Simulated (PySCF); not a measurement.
# Correlation energy of C (carbon, neutral)

[He] 2s1 2p3, high-spin 5S determinant (an excited configuration). Computed with PySCF 2.14 in aug-cc-pwCVTZ (7s6p4d2f, 59 functions), with the non-relativistic Hamiltonian (point nucleus). Frozen: 1s2; 4 electrons correlated.

```csv
level,correlation energy (mhartree)
CCSD,-34.83
(T),-0.39
CCSD(T),-35.22
```

Diagnostics: T1 = 0.0043, D1 = 0.0070, largest double amplitude 0.029.

Cost of the coupled-cluster step: of the order of 3 core-seconds, for 4 correlated electrons.
